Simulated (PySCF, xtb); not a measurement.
Al(H)(NHMe)(OH) (CH6AlNO), SMILES C[NH][AlH][OH].

GFN2-xTB (xtb) at its own geometry gives an orbital gap of 3.88 eV and a dipole moment of 1.00 D.

Geometry optimised at PBE0-D3(BJ)/def2-SVP. Other conformers were not sampled.

**Question.** What does r2SCAN/def2-TZVP (PySCF) give? (The exact figures need the calculation; the answer reports its results.)

**Answer.** gap 5.34 eV (levels -5.58 and -0.24 eV), dipole 0.39 D.
